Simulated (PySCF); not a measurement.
**Solvent effects on NMR parameters**

Numbering as in the mapped SMILES `[CH3:1][C:2](=[O:3])[SiH:4]1[CH2:5][CH2:6]1`. Each H is labelled by its parent atom. Ha(C5), Ha(C6) are cis to C2 on the ring; Hb(C5), Hb(C6) are trans to C2 on the ring.

GIAO PBE0/pcSseg-1 in PySCF 2.14.0 with density-fitted response routines on one PBE0-D3(BJ)/def2-SVP conformer, non-relativistic, equivalent nuclei averaged. Solvents enter as an IEF-PCM continuum (benzene with ε = 2.3, methanol with ε = 32.6) around the gas-phase geometry. Shifts are referred to TMS computed in the same medium.

Gas phase, δ in ppm: C2 239.8, C1 35.4, C5/C6 -1.5, Si4 -136.5, H(Si4) 3.08, H(C1) 2.12, Ha(C5)/Ha(C6) 0.93, Hb(C5)/Hb(C6) 0.72. Dipole moment 2.71 D.

(1) How does each δ change in the continuum?

(2) Which of the listed nuclei move most (in ppm), and what does the model miss? (N and O are left out, as their reference compounds move with the solvent too.)

## Answers

(1) 
```json
{"atoms": "C2", "environment": "carbonyl carbon", "Δδ, benzene": "+4.9", "Δδ, methanol": "+10.9"}
{"atoms": "C1", "environment": "methyl carbon α to a carbonyl", "Δδ, benzene": "+1.1", "Δδ, methanol": "+2.5"}
{"atoms": "C5/C6", "environment": "three-membered-ring carbon", "Δδ, benzene": "+0.6", "Δδ, methanol": "+1.4"}
{"atoms": "Si4", "environment": "silicon bonded to 3 C, H, in a 3-membered ring", "Δδ, benzene": "+1.3", "Δδ, methanol": "+2.8"}
{"atoms": "H(Si4)", "environment": "hydrogen on a silicon bonded to 3 C, in a 3-membered ring", "Δδ, benzene": "-0.03", "Δδ, methanol": "-0.10"}
{"atoms": "H(C1)", "environment": "hydrogen on a methyl carbon α to a carbonyl", "Δδ, benzene": "+0.10", "Δδ, methanol": "+0.22"}
{"atoms": "Ha(C5)/Ha(C6)", "environment": "hydrogen on a three-membered-ring carbon", "Δδ, benzene": "+0.10", "Δδ, methanol": "+0.27"}
{"atoms": "Hb(C5)/Hb(C6)", "environment": "hydrogen on a three-membered-ring carbon", "Δδ, benzene": "+0.06", "Δδ, methanol": "+0.12"}
```

Changes are relative to the gas phase. The dipole moment becomes 3.14 D in benzene, 3.72 D in methanol.

(2) C2 (carbonyl carbon, +10.9 ppm) in methanol. A continuum only polarises the solute; specific hydrogen bonds, the anisotropy of aromatic solvents and changes of geometry or conformer are outside it.
